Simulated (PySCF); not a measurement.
**Two-component Hartree-Fock for Tb (terbium, neutral)**

Start: [Xe] 4f9 6s1 6p1; 4f5/2 filled at m_j = +3/2, +5/2; 4f7/2 filled at m_j = -5/2, -3/2, -1/2, +1/2, +3/2, +5/2, +7/2; 6s1/2 filled at m_j = +1/2; 6p3/2 filled at m_j = +3/2. Calculated with PySCF 2.14 in x2c-SVPall-2c with one added diffuse shell each of s, p, d, f type (8s11p10d4f1g, 128 functions): generalised Hartree-Fock with the X2C-1e Hamiltonian and a Gaussian nucleus; spin-orbit coupling (SO) screened by Boettger's factors. This is a chosen level, not necessarily the ground level.

```csv
spinor shell,electrons,"ε, screened SO (eV)",weight of nominal j (screened SO),"rms radius, screened SO (bohr)"
1s1/2,2,-52244.1,1.000,0.0245
2s1/2,2,-8782.1,1.000,0.0989
2p1/2,2,-8329.3,1.000,0.0846
2p3/2,4,-7577.5,1.000,0.0912
3s1/2,2,-1999.4,1.000,0.255
3p1/2,2,-1802.1,1.000,0.246
3p3/2,4,-1643.0,1.000,0.260
3d3/2,4,-1306.9,0.998,0.232
3d5/2,6,-1271.6,0.999,0.236
4s1/2,2,-420.42,1.000,0.576
4p1/2,2,-342.48,0.986,0.593
4d3/2,4,-177.97,0.790,0.671
4d5/2,6,-164.09,0.860,0.679
5s1/2,2,-59.241,1.000,1.43
5p1/2,2,-35.886,0.933,1.62
5p3/2,4,-30.403,0.966,1.74
4f7/2,7,-16.100,0.500,0.965
4f5/2,2,-10.820,0.710,1.04
6s1/2,1,-6.842,0.996,4.62
6p3/2,1,-3.598,1.000,6.58
```

Question: Where does 4p3/2 lie, and what is the 4p spin-orbit splitting (screened SO)?

Answer: At -304.82 eV, 37.662 eV above 4p1/2.

```tsv
quantity	screened SO
E (hartree)	-11708.27568
M_J	19/2
⟨J²⟩	99.794
⟨L²⟩	42.654
⟨S²⟩	15.560
```

Each row is a mean over spinors that exchange with the open shell spreads, by up to 15.218 eV (4d5/2).

Rows whose weight is well below 1 are mixtures of j = l ± 1/2: exchange outweighs spin-orbit coupling there, and the label is only the starting occupation.

Breit and QED terms are absent; they matter most for the inner s and p1/2 levels.

Densities and radii are taken from the X2C orbitals without a picture-change correction, which distorts them close to the nucleus.
